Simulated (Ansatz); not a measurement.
Cost and result up the ladder for the cluster Zn10O10 (the lowest singlet isomer of a short search) (20 atoms). Charge 0, multiplicity 1. Geometry: r2SCAN-D4/def2-SVP.

```xyz
20

Zn   -3.6551   -0.0851    1.5007
Zn   -0.8727   -0.9904    3.0507
Zn    3.9309   -0.3350   -1.6197
Zn    1.3090   -0.3642   -0.0382
Zn    4.0113    0.9644    0.6017
Zn    0.7711   -0.6445   -2.7378
Zn   -3.8272    1.3981   -0.8137
Zn   -1.1697   -1.0705    0.3900
Zn   -1.5355    0.6683   -2.7407
Zn    1.3919    0.1129    2.6965
O     5.1685    0.6042   -0.7220
O     0.4469   -1.2747    1.4695
O     2.3587    0.8001    1.2481
O    -2.3666   -1.2725    1.8917
O     2.2684   -0.9915   -1.6683
O     0.2574   -0.0423    4.1108
O    -2.9900    1.6451   -2.3133
O    -0.4497   -0.2046   -1.0786
O    -4.6868    1.1053    0.7328
O    -0.3608   -0.0230   -3.9601
```

Ansatz on 2 threads of AMD EPYC 7R13 on a shared host and a share (18 GiB) of an NVIDIA H100 80GB HBM3. Times are rough, and most runs start from the orbitals of an earlier one. No level here is sound enough to serve as a yardstick. Binding counts from free atoms at the same level (Zn singlet, O triplet; other spins of the atoms weren't run), without zero-point energy or a counterpoise term.

Correlated methods freeze 100 core orbitals. The rows differ in basis, and correlated rows in double-zeta sets carry the largest basis error. Single mean-field runs in def2-SVP, def2-TZVP are fitted with def2-universal-jkfit. The structure comes from a short search, and lower isomers may exist.

Correlated methods converge slowly with the basis, most of all in double-zeta sets.

| level | functions | binding energy per atom (eV) |
| --- | --- | --- |
| PBE0-D4/def2-TZVP | 790 | 2.80 |
| r2SCAN-D4/def2-SVP | 450 | 3.23 |
| MP2/def2-SVP | 450 | 2.97 |
| PBE-D4/def2-TZVP | 790 | 2.97 |
| PBE0-D4/def2-SVP | 450 | 2.97 |
| RPA@PBE/def2-SVP | 450 | 2.40 |
| r2SCANh-D4/def2-SVP | 450 | 3.12 |
| PBE-D4/def2-SVP (with forces) | 450 | 3.20 |

(1) Estimate how long each takes.

Answers

(1) PBE-D4/def2-SVP (with forces) 3.6 s; r2SCAN-D4/def2-SVP 4.2 s; PBE-D4/def2-TZVP 5.5 s; MP2/def2-SVP 5.5 s; PBE0-D4/def2-SVP 5.5 s; PBE0-D4/def2-TZVP 6 s; r2SCANh-D4/def2-SVP 6 s; RPA@PBE/def2-SVP 11 s. On shared hardware such times vary by a factor of up to 3.
